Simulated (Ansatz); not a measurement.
C3H8Cl2FHfN, SMILES `CC(C)[NH][Hf]([F])([Cl])[Cl]`, relaxed with RKS PBE0-D4/def2-TZVP in Ansatz 0.2.0 from a GFN2-xTB geometry. The force threshold is 0.005 eV/Å; the program also tests the step.

The species carries charge 0 and has multiplicity 1. Hf: def2 effective core potential.

Start:

```xyz
16

C     1.275    0.851    0.844
C     0.052   -0.060    1.048
C     0.268   -1.411    0.343
N    -1.143    0.552    0.482
Hf   -1.097    0.237   -1.459
F     0.536    0.413   -2.330
Cl   -1.916   -1.693   -2.361
Cl   -2.244    1.896   -2.524
H     2.186    0.362    1.179
H     1.369    1.103   -0.219
H     1.156    1.775    1.408
H    -0.085   -0.239    2.128
H    -0.653   -2.002    0.388
H     1.062   -1.972    0.833
H     0.553   -1.256   -0.711
H    -1.318    1.444    0.951
```

| step | energy (eV) | largest force (eV/Å) | largest move (Å) |
| --- | --- | --- | --- |
| 1 | -33795.3334 | 1.864 | 0.000 |
| 2 | -33795.8024 | 0.442 | 0.195 |
| 3 | -33795.9549 | 0.369 | 0.191 |
| 4 | -33796.0312 | 0.430 | 0.186 |
| 5 | -33796.0388 | 0.578 | 0.200 |
| 6 | -33796.0712 | 0.154 | 0.086 |
| 7 | -33796.0776 | 0.094 | 0.075 |
| 8 | -33796.0855 | 0.156 | 0.175 |
| 9 | -33796.0905 | 0.169 | 0.161 |
| 10 | -33796.0955 | 0.194 | 0.142 |
| 11 | -33796.0999 | 0.158 | 0.085 |
| 12 | -33796.1021 | 0.128 | 0.058 |
| 13 | -33796.1036 | 0.036 | 0.042 |
| 14 | -33796.1041 | 0.027 | 0.035 |
| 15 | -33796.1043 | 0.027 | 0.041 |
| 16 | -33796.1044 | 0.020 | 0.011 |
| 17 | -33796.1045 | 0.007 | 0.004 |
| 18 | -33796.1045 | 0.005 | 0.003 |
| 19 | -33796.1045 | 0.004 | 0.002 |

End:

```xyz
16

C     1.312    0.830    1.289
C     0.144   -0.061    0.900
C     0.618   -1.333    0.220
N    -0.788    0.643    0.026
Hf   -1.433    0.242   -1.823
F     0.049   -0.226   -2.917
Cl   -2.905   -1.595   -1.741
Cl   -2.518    2.189   -2.557
H     1.981    0.313    1.983
H     1.885    1.114    0.403
H     0.965    1.744    1.777
H    -0.393   -0.348    1.815
H    -0.223   -1.986   -0.034
H     1.280   -1.899    0.878
H     1.178   -1.104   -0.693
H    -1.151    1.479    0.475
```

It took 46 s on 2 threads of an AMD EPYC 7R13 on a shared host and a share of an NVIDIA H100 80 GB, with 1 GiB of host memory at the peak.
